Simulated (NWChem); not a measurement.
A calculation on diarsenic (As₂)

```xyz
2

As     0.0000     0.0000     1.0456
As     0.0000     0.0000    -1.0456
```
Charge 0, spin multiplicity 1.

All runs are NWChem calculations. All single points use one geometry, from PBE0/def2-SVP, a minimum by its harmonic frequencies.

Symmetry labels belong to the abelian group D2h used in the runs, with the axes of the coordinates shown; states degenerate in a higher group split over its labels.

The Hamiltonian is non-relativistic.

Q: List the lowest 6 singlet excitations that TD-CAM-B3LYP/def2-SVPD gives, with oscillator strengths.

A: 
```tsv
state	symmetry	energy (eV)	wavelength (nm)	f
1	au	2.73	454	0.000
2	au	3.23	384	0.000
3	b1u	3.23	384	0.000
4	b2g	3.76	330	0.000
5	b3g	3.76	330	0.000
6	b1u	5.49	226	0.200
```
